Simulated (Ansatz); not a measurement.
`BC(B)[SiH3]` + `N[SiH2]CO` → `BN[SiH2]CO` + `BC[SiH3]`  (ligand exchange at a B–C bond)

Program: Ansatz. Geometries: PBE0-D4/def2-TZVP. ΔE: electronic, gas phase. CCSD(T)/CBS adds triple-zeta CCSD(T) − MP2 to the extrapolated MP2 energy (def2 sets, frozen cores). One conformer a species, not always the lowest.

```json
{"level": "HF/def2-QZVPP", "ΔE (kJ/mol)": "-122.7"}
{"level": "CCSD/CBS(def2)", "ΔE (kJ/mol)": "-101.7"}
```

(1) What does CCSD(T)/CBS give? (An estimate is asked.)

Largest T1 diagnostic among the species: 0.012.

## Answers

(1) Computed: -98.8 kJ/mol. The listed levels differ from it by -23.9, -2.9 kJ/mol.

In def2-TZVPP, CCSD(T) changes the Hartree–Fock value by +20.9 kJ/mol (the triples alone add +2.9 kJ/mol) and MP2 by +23.8 kJ/mol. The D4 term adds +4.1 kJ/mol with B3LYP and +1.9 kJ/mol with PBE0; it sums over pairs of atoms, weighted by their polarisabilities, and B3LYP, whose exchange is more repulsive, gets the larger term.

B3LYP here is the variant with VWN-RPA as its local correlation; programs differ in this.
